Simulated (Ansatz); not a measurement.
# Which is lower?

Two relaxed structures of SnH3S (charge -1), singlet (PBE0-D4/def2-TZVPD; forces vanish, vibrations not checked).

A:

```
5
angstrom
S -2.0102 0.3911 1.0529
Sn 0.0002 -0.0000 -0.0001
H 0.0599 0.3807 -1.7056
H 0.5735 -1.6517 0.0298
H 1.3767 0.8799 0.6231
```

B:

```
atom    x (Å)    y (Å)    z (Å)
  S1  -2.3311   0.1293   0.7837
 Sn2   0.1658   0.2768   0.1704
  H3  -0.1430   0.3101  -1.5979
  H4   0.3809  -1.5048   0.1326
  H5  -2.2498   1.0868   1.7193
```

Ansatz 0.2.0; basis: def2-TZVPPD; cores frozen in the correlated methods. Filled d shells of the heavier atoms are correlated. Core potentials replace the inner electrons of the atoms past krypton. The def2 sets are not built for correlating such inner shells, so the correlated values are less sure here. B3LYP uses VWN-RPA correlation.

(1) Which structure is lower at CCSD(T), and by how much? (To be estimated.)

The T1 diagnostic stays at or below 0.016.

## Answers

(1) By the calculation: B, by 0.138 eV (electronic energy, against the other). By their contacts, A is SnH₃S ([S][SnH3]), total charge -1 and B is SnH₃S ([SH][SnH2]), total charge -1.

All methods give the same order:

```csv
method,E(B) − E(A) (eV)
PBE-D4,-0.292
r2SCAN-D4,-0.211
PBE0-D4,-0.211
B3LYP-D4,-0.310
wB97M-V,-0.200
HF,-0.073
MP2,-0.128
CCSD,-0.151
CCSD(T),-0.138
```

Labels in which every atom is bracketed show which atoms are joined, not bond orders.

For scale, one of the runs: CCSD(T)/def2-TZVPPD, 158 basis functions, launched by `ansatz run in.yaml --threads 2 --pin off --events-out ev --progress --plain --max-ram 4352MiB`. The run took 26 s on 2 CPU threads of an Intel Xeon Platinum 8375C (shared host), with 1.2 GiB of host memory at its peak.
